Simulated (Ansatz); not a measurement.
`[F][Sn]([F])([F])[F]` + H₂ → `[F][SnH]([F])[F]` + H–F  (hydrogenolysis of the Sn–F bond)

Computed with Ansatz on PBE0-D4/def2-TZVP structures; ΔE is electronic, products minus reactants. CBS: MP2 limit from def2 TZ/QZ plus the TZ coupled-cluster correction, frozen cores. This one scheme is used for every species. DFT in def2-TZVPP. B3LYP here is the variant with VWN-RPA as its local correlation; programs differ in this. def2 core potentials past Kr. For Sn outer-core shells are correlated without core-valence functions, which leaves a few kJ/mol of doubt a bond.

```tsv
level	ΔE (kJ/mol)	difference from CCSD(T)/CBS
B3LYP-D4	1.9	-0.1
BHLYP-D4	-3.7	-5.7
CAM-B3LYP-D4	0.0	-2.0
revPBE	4.7	2.7
r2SCANh	4.7	2.7
BHLYP	-5.3	-7.3
LC-ωPBE	-0.7	-2.7
CCSD(T)/def2-TZVPP	-2.2	-4.2
MP2/def2-QZVPP	4.6	2.6
CCSD/CBS(def2)	-2.1	-4.1
CCSD(T)/CBS	2.0	0
```

Largest T1 diagnostic among the species: 0.015.

Leaving LDA and LC-ωPBE aside and taking each functional with its dispersion term where it has one, the values, not all of them listed here, spread over 16.4 kJ/mol, from HSE06-D4 to BLYP-D4. LDA lies −15.2 kJ/mol from PBE without D4. From r2SCAN to r2SCAN0 (25 % exact exchange), in def2-TZVPP and without D4, ΔE moves by −11.0 kJ/mol.
